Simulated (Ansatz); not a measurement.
Reaction (isomerisation): `NC(=O)[SiH](F)Cl` → `C=N[Si](O)(F)Cl`

Isolated molecules relaxed with PBE0-D4/def2-TZVP in Ansatz; ΔE leaves out vibrations. CBS: MP2 limit from def2 TZ/QZ plus the TZ coupled-cluster correction, frozen cores. Functionals use def2-TZVPP. B3LYP here is the variant with VWN-RPA as its local correlation; programs differ in this. One conformer a species, not always the lowest.

```
             level  ΔE (kJ/mol)  difference from CCSD(T)/CBS
          B3LYP-D4       -121.5                         19.5
           ωB97X-V       -120.6                         20.4
           ωB97M-V       -129.2                         11.8
            B2PLYP       -127.8                         13.2
               PBE        -95.0                         46.0
            r2SCAN       -117.5                         23.5
SCS-MP2/def2-TZVPP       -140.5                          0.5
   CCSD/def2-TZVPP       -143.6                         -2.6
    MP2/def2-QZVPP       -141.2                         -0.2
     MP2/CBS(def2)       -141.4                         -0.4
       CCSD(T)/CBS       -141.0                            0
```

Largest T1 diagnostic among the species: 0.014.

In def2-TZVPP, CCSD(T) changes the Hartree–Fock value by +12.9 kJ/mol (the triples alone add +4.7 kJ/mol) and MP2 by +12.4 kJ/mol. From PBE to PBE0 (25 % exact exchange), in def2-TZVPP and without D4, ΔE moves by −16.1 kJ/mol.
